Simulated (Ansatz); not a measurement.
`C[SiH2]C(O)F` + silanol → `C[SiH2]O[SiH3]` + `OCF`  (ligand exchange at the Si–C bond)

Computed with Ansatz on PBE0-D4/def2-TZVP structures; ΔE is electronic, products minus reactants. CCSD(T)/CBS adds triple-zeta CCSD(T) − MP2 to the extrapolated MP2 energy (def2 sets, frozen cores). This one scheme is used for every species. DFT in def2-TZVPP. Each species was taken in one conformer, which may not be the lowest.

```
             level  ΔE (kJ/mol)
            PBE-D4       -121.2
         r2SCAN-D4       -135.1
           ωB97X-V       -134.9
           ωB97M-V       -134.1
   CCSD/def2-TZVPP       -143.3
    MP2/def2-QZVPP       -143.0
SCS-MP2/def2-QZVPP       -146.2
      HF/CBS(def2)       -167.1
```

What does CCSD(T)/CBS give? (Estimate.)

The calculation gave: -138.4 kJ/mol. The listed levels differ from it by 17.2, 3.3, 3.5, 4.3, -4.9, -4.6, -7.8, -28.7 kJ/mol.

Largest T1 diagnostic among the species: 0.012.

From PBE to PBE0 (25 % exact exchange), in def2-TZVPP and without D4, ΔE moves by −9.5 kJ/mol. In def2-TZVPP, CCSD(T) changes the Hartree–Fock value by +25.0 kJ/mol (the triples alone add +3.7 kJ/mol) and MP2 by +21.6 kJ/mol.
